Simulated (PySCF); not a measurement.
Geometry (Å), atoms numbered from 1 in this order:
```xyz
22

C    -1.030    2.751    0.290
N    -0.266    1.776    0.444
Si   -0.296    0.187   -0.251
O    -1.187    0.154   -1.621
N    -1.009   -0.958    0.844
C    -2.394   -0.881    1.260
N     1.354   -0.163   -0.569
C     1.754   -1.148   -1.538
C     2.375    0.103    0.411
H    -1.864    2.786   -0.416
H    -0.870    3.647    0.887
H    -1.397   -0.691   -2.010
H    -0.423   -1.264    1.607
H    -2.734   -1.862    1.599
H    -2.996   -0.576    0.407
H    -2.555   -0.156    2.065
H     2.694   -0.845   -2.008
H     1.905   -2.136   -1.081
H     0.994   -1.234   -2.309
H     2.600   -0.786    1.016
H     3.296    0.415   -0.089
H     2.038    0.901    1.064
```

- structure optimised with GFN2-xTB
- shielding tensors at PBE0/pcSseg-1 (GIAO)
- code: PySCF 2.14.0 with density-fitted response routines
- one conformer, gas phase, one averaged value for each set of equivalent atoms, non-relativistic

Chemical shifts δ = σref − σ; ¹³C and ¹H and ²⁹Si against TMS; ¹⁵N vs NH3; ¹⁷O vs H2O, all at this level.

```
                  atoms  nucleus  count  δ (ppm)
                     N7      ¹⁵N      1        ?
                     N5      ¹⁵N      1     33.6
                    H12       ¹H      1     1.52
            H14/H15/H16       ¹H      3     2.56
                     O4      ¹⁷O      1     29.2
                    H10       ¹H      1     8.63
                     N2      ¹⁵N      1    417.6
                    H11       ¹H      1        ?
                     C1      ¹³C      1    168.6
                     C6      ¹³C      1     30.2
H17/H18/H19/H20/H21/H22       ¹H      6        ?
                  C8/C9      ¹³C      2        ?
                    H13       ¹H      1     0.25
                    Si3     ²⁹Si      1    -52.5
```

Q: Estimate the values marked ?.

A: 
- C8/C9: 39.3 ppm, methyl carbon bonded to N; the inductive effect lowers its shielding
- H11: 8.43 ppm, hydrogen on a C=N carbon
- H17/H18/H19/H20/H21/H22: 2.73 ppm, hydrogen on a methyl carbon bonded to N; its carbon carries N, an electronegative neighbour
- N7: 32.1 ppm, nitrogen bonded to 2 C, Si

The OH or NH signal is concentration- and solvent-dependent in practice; the value given is the gas-phase one. Shifts are as computed. Against solution values, carbons near 30 ppm lie about +3 ppm off and those near 130 ppm about +5 ppm. Of 1309 compounds with measured shifts, 239 miss one by over three times the rms of a fit or turn the order of signals round; such compounds aren't used in these exercises. Experimental scales use liquid or dissolved standards, which lie at an offset from isolated NH3 (liquid NH3: subtract about 20 ppm) and H2O (liquid H2O: subtract about 36 ppm). Unscaled 15N shifts of sp2 nitrogen come out 20 to 40 ppm too high even then.
